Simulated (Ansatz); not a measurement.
Reaction (substitution at a C–O bond): `[AlH2][O]C[SiH3]` + H–F → `FC[SiH3]` + `[OH][AlH2]`

Calculated with Ansatz (gas phase, PBE0-D4/def2-TZVP geometries, no zero-point term in ΔE). CCSD(T)/CBS is the MP2 limit (def2-TZVPP, def2-QZVPP) plus CCSD(T) − MP2 in def2-TZVPP, frozen cores. This one scheme is used for every species. Functionals use def2-TZVPP. B3LYP here is the variant with VWN-RPA as its local correlation; programs differ in this. Each species was taken in one conformer, which may not be the lowest.

```
             level  ΔE (eV)
           PBE0-D4     0.00
          B3LYP-D4    -0.03
           ωB97M-V    -0.05
            r2SCAN    -0.08
    MP2/def2-TZVPP     0.06
CCSD(T)/def2-TZVPP     0.01
    MP2/def2-QZVPP     0.06
    CCSD/CBS(def2)     0.00
```

Problem. What does CCSD(T)/CBS give? (Estimate.)

Solution. The calculation gave: +0.02 eV. The listed levels differ from it by -0.02, -0.05, -0.07, -0.10, 0.04, -0.01, 0.04, -0.02 eV.

Problem. What do rigid-rotor, harmonic-oscillator terms from PBE0-D4/def2-TZVP frequencies (298.15 K, 1 bar) make of the CCSD(T)/CBS value? (Estimate.)

Solution. Computed: ΔZPE = +0.04 eV, ΔH = +0.03 eV, ΔS = 15 J/(mol·K), ΔG = -0.02 eV. Modes under 50 cm⁻¹ make the entropy rough.

Largest T1 diagnostic among the species: 0.013.

In def2-TZVPP, CCSD(T) changes the Hartree–Fock value by +0.15 eV (the triples alone add +0.02 eV) and MP2 by +0.20 eV. The D4 term adds +0.09 eV with B3LYP and +0.05 eV with PBE0; it sums over pairs of atoms, weighted by their polarisabilities, and B3LYP, whose exchange is more repulsive, gets the larger term.
